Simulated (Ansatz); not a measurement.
Isomers of C₂H₇NSi, relaxed with PBE0-D4/def2-TZVP in Ansatz; electronic energies, one conformer each and not always the lowest. Functionals use def2-TZVPP; CBS adds triple-zeta CCSD(T) − MP2 to the MP2 limit of def2-TZVPP and def2-QZVPP.

(1) Order them by energy at frozen-core CCSD(T)/CBS, lowest first. (Best estimate.)
A. `C=CN[SiH3]`
B. `CN(C)[SiH]`
C. `C/C=N\[SiH3]`
D. `N/C=C/[SiH3]`
E. `C1NC[SiH2]1`
F. `C=NC[SiH3]`
G. `CC(=N)[SiH3]`

(2) How do B3LYP-D4, ωB97M-V, B3LYP, HF/CBS(def2) place them (kJ/mol, against `C=CN[SiH3]`)? (Estimate.)

Results:

(1) A (0.0 kJ/mol), C (9.3 kJ/mol), D (36.2 kJ/mol), G (50.5 kJ/mol), B (63.5 kJ/mol), F (85.5 kJ/mol), E (93.6 kJ/mol).

(2) Computed: 
```csv
isomer,B3LYP-D4,ωB97M-V,B3LYP,HF/CBS(def2)
`CN(C)[SiH]`,65.5,58.4,70.1,92.5
`CC(=N)[SiH3]`,54.0,51.2,55.3,62.6
`C1NC[SiH2]1`,106.9,88.0,109.4,123.7
`C/C=N\[SiH3]`,8.2,8.7,8.8,6.0
`C=NC[SiH3]`,86.6,85.7,87.1,93.5
`N/C=C/[SiH3]`,34.9,33.3,34.3,43.4
```

B3LYP here is the variant with VWN-RPA as its local correlation; programs differ in this.
